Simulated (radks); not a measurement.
Values are calculated unless marked as measured or tabulated.
Effect of the nuclear size on the gold ion Au3+, [Xe] 4f14 5d8. Code: a radial shooting solver on a logarithmic mesh with Libxc functionals. Model: Dirac Kohn-Sham, relativistic LDA (MacDonald-Vosko exchange, VWN5 correlation), spin-unpolarised, spherical densities, finite nucleus; open shells fill j = l - 1/2 first; Fermi nuclear charge, rms radius 5.4371 fm. The rms radius is varied about that value; shifts are against it.

| rms radius (fm) | total energy shift (eV) | density at nucleus (e/bohr^3) | 1s1/2 shift (meV) | 2s1/2 shift (meV) | 5s1/2 shift (meV) | 5p1/2 shift (meV) | 5d5/2 shift (meV) | 6s1/2 (empty) shift (meV) | 6p1/2 (empty) shift (meV) |
|---|---|---|---|---|---|---|---|---|---|
| 4.7194 | -23.7 | 2.233e+06 | -9430 | -1390 | -16.2 | -0.293 | 0.219 | -2.52 | -0.110 |
| 5.0293 | -13.7 | 2.177e+06 | -5460 | -806 | -9.36 | -0.170 | 0.127 | -1.46 | -0.063 |
| 5.4371 | 0 | 2.11e+06 | 0.000 | 0.000 | 0.000 | 0.000 | 0.000 | 0.000 | 0.000 |
| 5.6818 | 8.52 | 2.074e+06 | 3400 | 502 | 5.82 | 0.106 | -0.079 | 0.907 | 0.040 |
| 6.0134 | 20.4 | 2.027e+06 | 8140 | 1200 | 14.0 | 0.255 | -0.189 | 2.17 | 0.095 |

Slopes of the eigenvalues against <r^2> in GHz/fm^2, as finite differences over the two radii next to the reference (eigenvalue slopes, not the field-shift constants of lines): 1s1/2 306000, 2s1/2 45200, 5s1/2 525, 5p1/2 9.55, 5d5/2 -7.12, 6s1/2 (empty) 81.8, 6p1/2 (empty) 3.57.
